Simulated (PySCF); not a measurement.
A structure optimised at PBE0-D3(BJ)/def2-SVP, used in a PySCF frequency run:

```xyz
8

Al     0.5163     0.1571     0.0000
F      1.9422     1.0054     0.0000
Cl    -1.2566     1.2704     0.0000
C      0.4494    -1.7618     0.0000
C     -0.7321    -2.3990     0.0000
H      1.3607    -2.3741     0.0000
H     -0.8095    -3.4935     0.0000
H     -1.6847    -1.8553     0.0000
```

Problem. Write its SMILES, formula and point group.

Solution. C=[CH][Al]([F])[Cl], C2H3AlClF, Cs

Problem. What are its rotational constants (standard atomic weights)?

Solution. 3.3947, 2.4764, 1.4318 GHz
